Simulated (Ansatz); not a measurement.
```yaml
crystal:
  periodic: [false, false, false]
  atoms:
    - {symbol: C, position_ang: [0.136321, -1.507736, -0.806361]}
    - {symbol: O, position_ang: [-0.106852, -0.656441, 0.277252]}
    - {symbol: Al, position_ang: [-0.073072, 0.991076, 0.530184]}
    - {symbol: O, position_ang: [-0.455548, 1.583483, 2.055732]}
    - {symbol: Cl, position_ang: [0.438126, 2.284088, -1.033408]}
    - {symbol: H, position_ang: [0.424496, -0.961142, -1.711608]}
    - {symbol: H, position_ang: [0.940890, -2.206121, -0.556692]}
    - {symbol: H, position_ang: [-0.762280, -2.090985, -1.029467]}
    - {symbol: H, position_ang: [-0.453681, 2.517579, 2.257267]}
basis:
  gaussian: {orbitals: def2-SVPD}
total_charge: -1
magnetization: {spin_polarized: true, initial_magnetization: 1}
hamiltonian: {xc: {name: HF}, dispersion: d4}
accuracy: high
```

```sh
$ ansatz run in.yaml --threads 4 --pin off --events-out ev --progress --plain --max-ram 10444MiB
```

Shortened log:

```
Functional definition: HF
2880 factors; integrals over basis functions are off by at most 3.9e-9 eV
mean field evaluation 1: about -24246.1265 eV, gradient 2.4e1 eV
mean field evaluation 2: about -24246.1370 eV, gradient 2.4e1 eV
mean field evaluation 4: about -24249.0292 eV, gradient 2.9e0 eV
mean field evaluation 8: about -24249.1613 eV, gradient 1.8e-1 eV
mean field evaluation 16: about -24249.1628 eV, gradient 2.2e-8 eV
mean field -24249.16284680 eV, -891.1402979470 hartree, gradient 2.2e-8 eV, S^2 0.752075; 0 other end points of the search recorded, 0 dependent functions left out
reference -24249.16284680 eV, -891.1402979470 hartree; 29, 28 occupied and 120, 121 virtual orbitals, 2880 factors
Total energy: -24249.83644626 eV, -891.1650522707 hartree
```

It took 5.5 s on 4 threads of an Intel Xeon on a shared host, with 0.8 GiB of host memory at the peak.
